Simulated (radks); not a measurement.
Values are calculated unless marked as measured or tabulated.
Problem. The mean radii <r> (bohr) of the occupied orbitals of an atom or ion are listed with their occupations. Code: a radial shooting solver on a logarithmic mesh with Libxc functionals. Model: non-relativistic Kohn-Sham, PBE, spin-polarised, spherical densities, point nucleus.

orbital  occ.      <r>
1s up       1  0.04638
1s down     1  0.04638
2s up       1   0.2067
2s down     1   0.2067
2p up       3   0.1788
2p down     3   0.1788
3s up       1   0.6091
3s down     1   0.6090
3p up       3   0.6217
3p down     3   0.6215
3d up       5   0.6732
3d down     5   0.6711
4s up       1    1.836
4s down     1    1.833
4p up       1    2.147

Name the element and its charge. Open shells, if any, are filled with parallel spins first.

Solution. Z = 33, arsenic, charge +2: As2+ in [Ar] 3d10 4s2 4p1. The 1s radius gives Z: for a bare nucleus <r> = 1.5/Z, 0.04545 bohr for Z = 33, and screening makes it slightly larger (0.04638 here). The occupations add up to 31, and the charge is Z minus that.
